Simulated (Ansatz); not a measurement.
BrCl3Ge, SMILES `[Cl][Ge]([Cl])([Cl])[Br]` at its PBE0-D4/def2-TZVP geometry, where that method's forces vanish. Charge 0, multiplicity 1.

```xyz
5

Cl    1.7549    0.4686    1.1056
Ge    0.0174   -0.0010   -0.0127
Cl   -0.1759    1.3838   -1.6048
Cl    0.2167   -1.9525   -0.8137
Br   -1.8130    0.1010    1.3257
```

Question: What forces (eV/Å) does r2SCAN-D4/def2-TZVPP give on these atoms in Ansatz 0.2.0? (Estimate.)

Answer: Computed: 
```
Cl1  0.062  0.016  0.035
Ge2 -0.013  0.000  0.008
Cl3 -0.003  0.046 -0.056
Cl4  0.011 -0.066 -0.029
Br5 -0.057  0.003  0.042
```
